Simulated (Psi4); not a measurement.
C$_{5}$H$_{7}$Br (SMILES C=C(Br)/C=C/C), singlet, geometry from GFN2-xTB; Psi4 1.11 with R2SCAN/3-21G.

Here is a job for Psi4.
```
memory 2 GB

molecule mol {
0 1
C     1.581745   -1.568737   -0.520329
C     0.560494   -0.772314   -0.220638
Br    0.917425    1.095996    0.034247
C    -0.809071   -1.209996   -0.070986
C    -1.856758   -0.445522    0.227656
C    -3.247444   -0.950212    0.369521
H     1.427555   -2.623621   -0.671949
H     2.587715   -1.202836   -0.622809
H    -0.943829   -2.273445   -0.227205
H    -1.730053    0.617631    0.385137
H    -3.622634   -0.730348    1.368928
H    -3.301426   -2.022621    0.198650
H    -3.900983   -0.443927   -0.340751
}

set {
  basis 3-21g
  reference rks
}

energy('r2scan')
print_variables()
```

The log (banner, timings and long lists left out):

```
   => Loading Basis Set <=

    Name: 3-21G
    Role: ORBITAL
    Keyword: BASIS

         ---------------------------------------------------------
                                   SCF
               by Justin Turney, Rob Parrish, Andy Simmonett
                          and Daniel G. A. Smith
                              RKS Reference
         ---------------------------------------------------------

  ==> Geometry <==

    Molecular point group: c1
    Full point group: C1

    Geometry (in Angstrom), charge = 0, multiplicity = 1:

       Center              X                  Y                   Z               Mass
    ------------   -----------------  -----------------  -----------------  -----------------
         C            1.461233882397    -1.694689843088    -0.521809475166    12.000000000000
         C            0.439982882397    -0.898266843088    -0.222118475166    12.000000000000
         BR           0.796913882397     0.970043156912     0.032766524834    78.918337600000
         C           -0.929582117603    -1.335948843088    -0.072466475166    12.000000000000
         C           -1.977269117603    -0.571474843088     0.226175524834    12.000000000000
         C           -3.367955117603    -1.076164843088     0.368040524834    12.000000000000
         H            1.307043882397    -2.749573843088    -0.673429475166     1.007825032230
         H            2.467203882397    -1.328788843088    -0.624289475166     1.007825032230
         H           -1.064340117603    -2.399397843088    -0.228685475166     1.007825032230
         H           -1.850564117603     0.491678156912     0.383656524834     1.007825032230
         H           -3.743145117603    -0.856300843088     1.367447524834     1.007825032230
         H           -3.421937117603    -2.148573843088     0.197169524834     1.007825032230
         H           -4.021494117603    -0.569879843088    -0.342231475166     1.007825032230

  Running in c1 symmetry.

  Rotational constants: A =      0.12883  B =      0.04379  C =      0.03288 [cm^-1]
  Rotational constants: A =   3862.31590  B =   1312.72421  C =    985.66886 [MHz]
  Nuclear repulsion =  374.067286105083497

  Charge       = 0
  Multiplicity = 1
  Electrons    = 72
  Nalpha       = 36
  Nbeta        = 36

  ==> Algorithm <==

  SCF Algorithm Type is DF.
  DIIS enabled.
  MOM disabled.
  Fractional occupation disabled.
  Guess Type is SAD.
  Energy threshold   = 1.00e-06
  Density threshold  = 1.00e-06
[...]
   @DF-RKS iter   5: -2755.20156287810323   -6.23791e-03   2.71370e-04 DIIS/ADIIS
   @DF-RKS iter   6: -2755.20187134353546   -3.08465e-04   6.38240e-05 DIIS
   @DF-RKS iter   7: -2755.20188393856779   -1.25950e-05   2.87380e-05 DIIS
   @DF-RKS iter   8: -2755.20188672785480   -2.78929e-06   9.84200e-06 DIIS
   @DF-RKS iter   9: -2755.20188709593185   -3.68077e-07   2.08806e-06 DIIS
   @DF-RKS iter  10: -2755.20188711200308   -1.60712e-08   3.86694e-07 DIIS
  Energy and wave function converged.

  ==> Post-Iterations <==

   Electrons on quadrature grid:
      Ntotal   =   72.0000528493 ; deviation = 5.285e-05

    Orbital Energies [Eh]
    ---------------------

    Doubly Occupied:

[...]
    Virtual:

[...]
      82A     23.868242

    Final Occupation by Irrep:
              A
    DOCC [    36 ]
    NA   [    36 ]
    NB   [    36 ]

  @DF-RKS Final Energy: -2755.20188711200308

   => Energetics <=

    Nuclear Repulsion Energy =            374.0672861050834968
    One-Electron Energy =               -4573.9198578209852712
    Two-Electron Energy =                1565.4391817468022055
    DFT Exchange-Correlation Energy =    -120.7884971429033953
    Empirical Dispersion Energy =           0.0000000000000000
    VV10 Nonlocal Energy =                  0.0000000000000000
    Total Energy =                      -2755.2018871120030781

Computation Completed

Properties will be evaluated at   0.000000,   0.000000,   0.000000 [a0]

Properties computed using the SCF density matrix

 Multipole Moments:

 ------------------------------------------------------------------------------------
     Multipole            Electronic (a.u.)      Nuclear  (a.u.)        Total (a.u.)
 ------------------------------------------------------------------------------------

 L = 1.  Multiply by 2.5417464519 to convert [e a0] to [Debye]
 Dipole X            :         15.9569132          -16.3967463           -0.4398331
 Dipole Y            :         16.6565820          -17.1371660           -0.4805840
 Dipole Z            :          0.1925499           -0.2014528           -0.0089028
 Magnitude           :                                                    0.6515315

 ------------------------------------------------------------------------------------

  Variable Map:
  ----------------------------------------------------------------------------
[...]
  Array Variable Map:
  ----------------------------------------------------------------------------
[...]
[...]
```
